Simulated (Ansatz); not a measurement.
Reaction (formal exchange of groups at the Si–Cl bond): `Cl[SiH]1O[SiH2]1` + `CCl` → `ClC[SiH]1O[SiH2]1` + HCl

Computed with Ansatz on PBE0-D4/def2-TZVP structures; ΔE is electronic, products minus reactants. CCSD(T)/CBS adds triple-zeta CCSD(T) − MP2 to the extrapolated MP2 energy (def2 sets, frozen cores). This one scheme is used for every species. DFT in def2-TZVPP. One conformer a species, not always the lowest.

```
  level  ΔE (eV)
 PBE-D4     1.09
ωB97X-V     1.14
```

Question: What does CCSD(T)/CBS give? (An estimate is asked.)

Answer: Computed: +1.11 eV. The listed levels differ from it by -0.02, 0.03 eV.

Largest T1 diagnostic among the species: 0.014.

The D4 term adds −0.05 eV with B3LYP and −0.03 eV with PBE0; it sums over pairs of atoms, weighted by their polarisabilities, and B3LYP, whose exchange is more repulsive, gets the larger term. In def2-TZVPP, CCSD(T) changes the Hartree–Fock value by −0.18 eV (the triples alone add −0.02 eV) and MP2 by −0.14 eV.

B3LYP here is the variant with VWN-RPA as its local correlation; programs differ in this.
